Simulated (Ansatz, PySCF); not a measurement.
The pair A = H2O (SMILES O) (first 3 atoms), B = H2Se (SMILES [SeH2]); geometry from B3LYP-D3(BJ)/def2-TZVP.
(charge 0, multiplicity 1):
```xyz
6

O     -0.033    -0.386     0.223
H      0.716     0.202     0.079
H     -0.799     0.192     0.309
Se     0.488    -0.170     3.348
H      0.446    -1.569     2.910
H      0.746    -0.555     4.746
```

Frozen-core correlation. Filled d and f shells under p-block atoms count as core. CBS(a, b) extrapolates the correlation energy as X⁻³ and adds the Hartree–Fock energy of set b. MP2 and its Hartree–Fock in aug-cc-pVQZ are density fitted.

The values were computed with Ansatz (an electronic-structure program) with Gaussian orbitals; PySCF for the dispersion terms. 

The monomers are drawn apart, rigid, along the line of their centres of mass. Counterpoise-corrected interaction energies (kcal/mol):

```csv
level,R = 4.456 Å,R = 5.726 Å
PBE/def2-TZVPPD,-0.6404,-0.1938
PBE-D3(BJ)/def2-TZVPPD,-0.8400,-0.2426
wB97M-V/def2-TZVPPD,-0.7243,-0.2336
"MP2/CBS(aug-cc-pVTZ, aug-cc-pVQZ) + ΔCCSD(T)/aug-cc-pVTZ",-0.7273,-0.2305
```

Task: R is the distance of the centres of mass. Find the local exponent m of E ∝ R⁻ᵐ between the two points.

Result: 
m = ln(E₁/E₂)/ln(R₂/R₁): PBE/def2-TZVPPD 4.8; PBE-D3(BJ)/def2-TZVPPD 5.0; wB97M-V/def2-TZVPPD 4.5; MP2/CBS(aug-cc-pVTZ, aug-cc-pVQZ) + ΔCCSD(T)/aug-cc-pVTZ 4.6. For scale, two fixed dipoles give m = 3, dipole and quadrupole 4, quadrupoles 5, and dispersion or dipole-induced dipole 6 at long range; at these distances several terms mix, and what is left of overlap and damping shifts m, so it need not match one of them.
